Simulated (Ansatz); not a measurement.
**An elementary step**

Start structure (AlH$_{3}$O$_{2}$F$_{2}$, singlet), relaxed at PBE0-D4/def2-TZVP:

```xyz
8
angstrom
Al -0.9597 -0.3158 -0.3557
H -1.1713 -1.5462 -1.2965
F -0.5113 1.1475 -1.0570
F -1.8064 -0.1834 1.0661
H 0.6961 -0.1728 1.4987
O 0.7926 -0.4406 0.5710
O 1.7681 0.4564 0.0492
H 1.1919 1.0549 -0.4758
```

The step: AlH₃O₂F₂ ([OH][OH][AlH]([F])[F]) → AlHO₂F₂ ([F][Al]1([F])[O][OH]1) + H₂; bonds formed: Al1–O7, H2–H5; dative contacts that become bonds: Al1–O6; bonds broken: Al1–H2, H5–O6. Computed with Ansatz 0.2.0 (basis: def2-TZVPP and def2-QZVPP); correlated methods freeze the cores. Extrapolation: Hartree–Fock as exp(−7.88 √X), correlation as X^−2.97. Energies below are by CCSD(T) at an estimated basis limit (MP2 extrapolated from triple and quadruple zeta, plus CCSD(T) − MP2 in triple zeta).

(1) What are the electronic barrier and the energy of the step, from the start structure to the end structure? (To be estimated.)

The T1 diagnostic stays at or below 0.014.

Answers

(1) By the calculation: Barrier 25.81 kcal/mol; step energy -5.13 kcal/mol (downhill); reverse barrier, their difference, 30.94 kcal/mol. Barrier and step energy count from the start structure, the reverse barrier from the end structure.

The saddle point: One imaginary mode of 1130i cm⁻¹.
```csv
pair,start (Å),saddle (Å),end (Å)
Al1–O6,1.99,1.85,1.76
Al1–O7,2.86,2.82,1.89
H2–H5,3.63,1.07,0.75
Al1–H2,1.56,1.74,2.72
H5–O6,0.97,1.23,4.05
```

Zero-point energy (harmonic, PBE0-D4): ZPE is 26.72 kcal/mol at the start and 23.40 kcal/mol at the saddle, so the barrier goes from 25.81 to 22.49 kcal/mol.

First-order rate constant out of the start structure at 298 K by transition-state theory, with harmonic vibrational free energies alone and no tunnelling: ΔA‡ = 22.13 kcal/mol, so k = (kB T/h) exp(−ΔA‡/kB T) ≈ 10^-3 s⁻¹ (an order of magnitude at best: rotation, the number of equivalent paths and anharmonicity are left out).

Labels in which every atom is bracketed show which atoms are joined, not bond orders.

For scale, one of the runs: CCSD(T)/def2-TZVPP, 208 basis functions, launched by `ansatz run in.yaml --threads 4 --pin off --events-out ev --progress --plain --max-ram 9574MiB`. Hardware: 4 CPU threads of an AMD EPYC 7R43, shared host. Wall time 120 s; peak host memory 3 GiB.
